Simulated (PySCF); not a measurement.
**Bond curve of SnN⁻**

Set-up: Sn def2-SVPD with ECP28, N def2-SVPD; scalar-relativistic core potentials (PySCF 2.14). Energies in eV from Sn⁻ + N in their ground configurations at the same level. State: ¹Σ⁺ (singlet), closed shell.

Curves on a restricted Hartree–Fock reference rise too fast on stretching and do not dissociate correctly.

| R (Å) | RHF-SCS-MP2 |
| --- | --- |
| 1.637 | -2.177 |
| 1.714 | -3.178 |
| 1.790 | -3.786 |
| 1.847 | -4.057 |
| 1.904 | -4.211 |
| 1.961 | -4.280 |
| 2.037 | -4.279 |
| 2.132 | -4.188 |
| 2.247 | -4.023 |
| 2.399 | -3.812 |

Q: Put a parabola through the three lowest points of the RHF-SCS-MP2 curve and estimate Re, k and ωe (reduced mass 12.54 u; 1 eV/Å² = 0.16022 mdyn/Å; ωe = 1302.8·√(k/μ) cm⁻¹).

A: Through R = 1.904, 1.961, 2.037 Å the second-order coefficient is 9.20 eV/Å², so Re ≈ 1.998 Å, k ≈ 2.95 mdyn/Å and ωe ≈ 632 cm⁻¹. A polynomial fit of higher order to the unrounded RHF-SCS-MP2 energies gives Re = 1.997 Å, k = 2.41 mdyn/Å, ωe = 571 cm⁻¹; anharmonicity and rounding make the difference.

The higher-order fit for each curve: RHF-SCS-MP2: Re = 1.997 Å, ωe = 571 cm⁻¹, De = 4.29 eV.

Correlated steps freeze 5 core orbitals. Correlated levels converge slowly with the basis: in double zeta they bind strong bonds too weakly, by up to about 1 eV, and carry superposition errors of some tenths. Spin–orbit coupling is left out, which matters for elements this heavy, above all for dissociation energies. For an ion De counts to the pair picked by the measured ionisation energies or electron affinities, which need not be the lowest pair at this level. Where the molecule has an RHF reference, its open-shell atoms are computed with UHF.
